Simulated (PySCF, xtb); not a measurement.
Al(Cl)(GeH3)(Me) (CH₆AlClGe), SMILES [CH3][Al]([Cl])[GeH3].

GFN2-xTB (xtb 6.7.1) at its own geometry gives an orbital gap of 4.04 eV and a dipole moment of 2.07 D.

Coordinates come from a B3LYP-D3(BJ)/def2-SVP optimisation. The structure was generated by enumeration; whether it is a known compound was not checked.

Question: What does PBE/def2-TZVP in PySCF give? (The exact figures need the calculation; the answer reports its results.)

Answer: gap 4.15 eV (levels -6.46 and -2.32 eV), dipole 1.75 D.
